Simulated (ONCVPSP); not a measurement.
PBEsol ONCV dataset for silver (Ag), fully relativistic all-electron reference.

ONCVPSP 4.0.1 input, shortened (lines: element, Z, core and valence counts, functional; n l f; lmax; l rc ep ncon nbas qcut; lloc lpopt rc5 dvloc0; l nproj debl; icmod fcfact rcfact), PBEsol, fully relativistic:

```
  Ag 47.00    6    4  -116133      upf
    1    0    2.00
    2    0    2.00
    2    1    6.00
    3    0    2.00
    3    1    6.00
    3    2   10.00
    4    0    2.00
    4    1    6.00
    4    2   10.00
    5    0    1.00
    2
    0    1.75    0.00    4    8    8.70
    1    1.05    0.00    3    7    7.50
    2    1.60    0.00    5    9   10.50
    4    5    1.05    3.00
    0    3    3.50
    1    2    2.00
    2    2    1.30
    1    0.25    0.00
```

Open shells are filled in proportion to 2j + 1.

In the p channel the program set the typed energies aside and used -2.091, 0.250 Ha (j = l + 1/2; the other j can differ).

Q: Does the generator finish with these settings?

A: Yes, a potential is produced and its reference levels are reproduced.

Q: Estimate the cutoffs (Ha) at which the residual kinetic energy of the hardest occupied pseudo-wave falls to 1 and 0.1 mHa per electron.

A: 90 Ha and 195 Ha.

Q: What does a ghost test show?

A: No bound ghost flagged; GHOST(+) flagged for s at 439.7 eV.

Q: Which valence shell sets the plane-wave cutoff?

A: 4p: 90 Ha for 1 mHa per electron, against 34 Ha for 4d.

Q: Tests: 4s2 4p6 4d10 5s0; 4s2 4p6 4d9 5s0; 4s2 4p6 4d8 5s0; 4s2 4p6 4d10 5s0 5p1. Which has the largest error in its energy relative to the reference configuration, and how large is it?

A: 4s2 4p6 4d8 5s0, with +3.8 meV (all-electron minus pseudo) on +66.04 eV.
